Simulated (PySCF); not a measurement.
## Where the electron goes

Species: InCl2I.
Z-matrix (Å and degrees, PBE0-D3(BJ)/def2-SVP geometry), rows numbered from 1:
```
In
Cl  1  2.3277
Cl  1  2.3289  2  116.40
I   1  2.6354  2  121.09  3   179.94
```

The calculation used TDDFT wB97X-D/def2-SVPD, vertical, gas phase, core orbitals frozen in the response, def2 core potentials past Kr in PySCF 2.14.0, density-fitted response routines. Spin–orbit coupling is left out.

Kohn–Sham orbitals with the atoms that hold most of them (Löwdin shares over 4%, at most four atoms; ? is withheld):

```csv
orbital,ε (eV),atoms
LUMO+2,1.22,"In1 66%, I4 23%, Cl3 6%, Cl2 6%"
LUMO+1,-0.49,"In1 58%, I4 18%, Cl3 12%, Cl2 12%"
LUMO,-1.69,?
HOMO,?,?
HOMO-1,-10.30,"I4 88%, In1 8%"
HOMO-2,-11.08,"Cl2 33%, Cl3 29%, I4 26%, In1 11%"
HOMO-3,-11.23,"Cl3 50%, Cl2 47%"
```

(1) Give the leading atoms of the LUMO.

(2) Give the leading atoms of the HOMO.

(3) What is the HOMO energy, and the HOMO–LUMO gap?

## Answers

(1) In1 (bonded to 2 Cl and I) 36%; I4 (bonded to In) 29%; Cl3 (bonded to In) 18%; Cl2 (bonded to In) 17%. By element: indium 36%, chlorine 35%, iodine 29%.

(2) I4 (bonded to In) 90%; In1 (bonded to 2 Cl and I) 6%.

(3) ε(HOMO) = -10.16 eV; the gap is 8.47 eV (0.3113 hartree).

Task: How does S1 compare with the orbital gap of 8.47 eV?

Result: S1 is at 4.12 eV (f = 0.014), 4.35 eV below the gap, made of HOMO→LUMO (97%). Without the coupling terms of the response equations the lowest excitation would equal the gap.

Task: One configuration dominates each of S1, S2, S4 and S6. Which, and how do the shares of the two leading atoms of either orbital change from the occupied to the empty one?

Result: 
- S1 (4.12 eV, f 0.014), HOMO→LUMO (97%): I4 90% → 29%, In1 6% → 36%
- S2 (4.22 eV, f 0.0057), HOMO-1→LUMO (98%): I4 88% → 29%, In1 8% → 36%
- S4 (5.22 eV, f 0.086), HOMO-2→LUMO (77%): Cl2 33% → 17%, Cl3 29% → 18%, In1 11% → 36%, I4 26% → 29%
- S6 (5.36 eV, f 0.0000), HOMO→LUMO+1 (99%): I4 90% → 18%, In1 6% → 58%

Löwdin shares depend on the basis, the more so with diffuse functions.
